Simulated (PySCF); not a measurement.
# `N#C[SiH2]c1ccc(F)cc1`, C$_{7}$H$_{6}$FNSi

Cartesian coordinates in Å; atom numbers follow the order of the lines, from 1:
```xyz
16

N    -0.467   -1.560    3.775
C    -0.984   -1.155    2.837
Si   -1.822   -0.488    1.302
C    -0.441   -0.036    0.096
C     0.345    1.093    0.319
C     1.362    1.443   -0.548
C     1.593    0.645   -1.654
F     2.582    0.978   -2.507
C     0.835   -0.483   -1.910
C    -0.178   -0.813   -1.028
H    -2.665   -1.560    0.775
H    -2.571    0.697    1.725
H     0.160    1.709    1.187
H     1.974    2.316   -0.379
H     1.044   -1.084   -2.781
H    -0.774   -1.694   -1.221
```

Theory: TDDFT BHandHLYP/def2-SVPD excited states, vertical, gas phase (PySCF 2.14.0). Geometry: GFN2-xTB.

(1) Give the one- and two-photon strengths of the lowest singlets.

Results:

(1) δ for parallel linear polarisation; σ at the peak of a Lorentzian of half width 0.1 eV, single beam; Ω is circular over linear.
| state | E (eV) | f | photon λ (nm) | δ (au) | σ (GM) | Ω | main |
| --- | --- | --- | --- | --- | --- | --- | --- |
| S1 | 5.57 | 0.002 | 445 | 3.08 | 0.04 | 0.76 | HOMO→LUMO+1 0.41, HOMO−1→LUMO 0.32 |
| S2 | 6.01 | 0.068 | 412 | 45.2 | 0.60 | 0.78 | HOMO→LUMO 0.55, HOMO−1→LUMO+1 0.20 |
| S3 | 6.88 | 0.076 | 361 | 56.8 | 0.98 | 1.06 | HOMO→LUMO+2 0.75 |
| S4 | 6.94 | 0.135 | 357 | 2.35 | 0.04 | 1.37 | HOMO−1→LUMO 0.15, HOMO→LUMO+1 0.14 |
| S5 | 7.05 | 0.215 | 352 | 2.62 | 0.05 | 0.80 | HOMO−1→LUMO+1 0.16, HOMO−1→LUMO 0.15 |

Among these, the strongest one-photon state is S5, the strongest two-photon state S3, with a dipole change of 8.0 D (relaxed, norm of the difference vector).
